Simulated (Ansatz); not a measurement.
`C[N]([SiH3])[InH2]` and `CN([SiH3])[AsH2]` differ in one atom or group.

Ansatz, PBE0-D4/def2-TZVP geometries, multiplicity 1. 

Elements past krypton have def2 core potentials. Scalar relativity is left out up to krypton.

```json
{"property": "HOMO–LUMO gap (PBE/def2-TZVPP) / eV", "`C[N]([SiH3])[InH2]`": "3.41"}
{"property": "HOMO energy (B3LYP/def2-TZVPP) / eV", "`C[N]([SiH3])[InH2]`": "-6.54"}
{"property": "LUMO energy (PBE/def2-TZVPP) / eV", "`C[N]([SiH3])[InH2]`": "-2.15"}
{"property": "size of the dipole moment (PBE/def2-TZVPP) / D", "`C[N]([SiH3])[InH2]`": "1.12"}
{"property": "LUMO energy (PBE0/def2-TZVPP) / eV", "`C[N]([SiH3])[InH2]`": "-1.46"}
{"property": "LUMO energy (ωB97M-V/def2-TZVPP) / eV", "`C[N]([SiH3])[InH2]`": "-0.07"}
```

What does the change do to each property? (Best estimate.)

Computed: 
```tsv
property	`CN([SiH3])[AsH2]`	shift
HOMO–LUMO gap (PBE/def2-TZVPP) / eV	4.42	1.01
HOMO energy (B3LYP/def2-TZVPP) / eV	-6.64	-0.10
LUMO energy (PBE/def2-TZVPP) / eV	-1.14	1.01
size of the dipole moment (PBE/def2-TZVPP) / D	0.63	-0.49
LUMO energy (PBE0/def2-TZVPP) / eV	-0.27	1.19
LUMO energy (ωB97M-V/def2-TZVPP) / eV	1.52	1.59
```

With PBE0 the HOMO falls by 0.13 eV and the LUMO rises by 1.19 eV, so the gap widens by about 1.32 eV. PBE moves the HOMO by -0.01 eV and ωB97M-V by -0.13 eV. Dipoles are sizes alone; their direction can turn.

Positive LUMOs are unbound, so they and the gaps depend on the basis.

B3LYP here is the variant with VWN-RPA as its local correlation; programs differ in this.
